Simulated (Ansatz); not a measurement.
Consider the formal exchange of groups at a Ge–S bond: `[OH][GeH]([F])[S][SiH3]` + CH₄ → `[CH3][GeH]([OH])[F]` + `[SiH3]S`.

Gas-phase electronic energies from Ansatz, PBE0-D4/def2-TZVP geometries. CBS: MP2 limit from def2 TZ/QZ plus the TZ coupled-cluster correction, frozen cores. This one scheme is used for every species. Functionals use def2-TZVPP. For Ge outer-core shells are correlated without core-valence functions, which leaves a few kJ/mol of doubt a bond. Scalar relativity is left out up to krypton. Each species was taken in one conformer, which may not be the lowest.

| level | ΔE (kcal/mol) |
| --- | --- |
| PBE-D4 | 16.1 |
| PBE | 14.8 |
| MP2/def2-TZVPP | 15.6 |
| MP2/CBS(def2) | 15.8 |

(1) What does CCSD(T)/CBS give? (An estimate is asked.)

Largest T1 diagnostic among the species: 0.012.

## Answers

(1) The calculation gave: +14.8 kcal/mol. The listed levels differ from it by 1.3, 0.0, 0.8, 1.0 kcal/mol.

The D4 term adds +2.2 kcal/mol with B3LYP and +1.2 kcal/mol with PBE0; it sums over pairs of atoms, weighted by their polarisabilities, and B3LYP, whose exchange is more repulsive, gets the larger term.

B3LYP here is the variant with VWN-RPA as its local correlation; programs differ in this.
